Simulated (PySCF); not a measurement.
BCl2, SMILES Cl[B]Cl (connectivity only; charge and spin as stated), charge +1, multiplicity 1. Geometry: PBE-D3(BJ)/def2-TZVP. The spin state was assumed, not searched. The isomer is the one that the SMILES or the coordinates give; other isomers of the formula were not compared.

The numbers are results of PBE-D3(BJ)/def2-TZVP in PySCF 2.14.0, not measurements.

Harmonic wavenumbers (cm⁻¹): 317, 317, 550, 1454. Rotational constants (GHz): 2.719 (linear); symmetry number 2.

Problem. Work out the zero-point energy and the ideal-gas rigid-rotor harmonic-oscillator thermochemistry at 298.15 K and 1 atm.

Solution. ZPE = ½ Σ hcν = ½ × 2637 cm⁻¹ = 15.78 kJ/mol. H − E(el) = 27.06 kJ/mol. Entropy in J/(mol K): translation 163.66, rotation 66.86, vibration 13.44, total 243.96. G − E(el) = -45.67 kJ/mol. Cp = 47.97 J/(mol K).
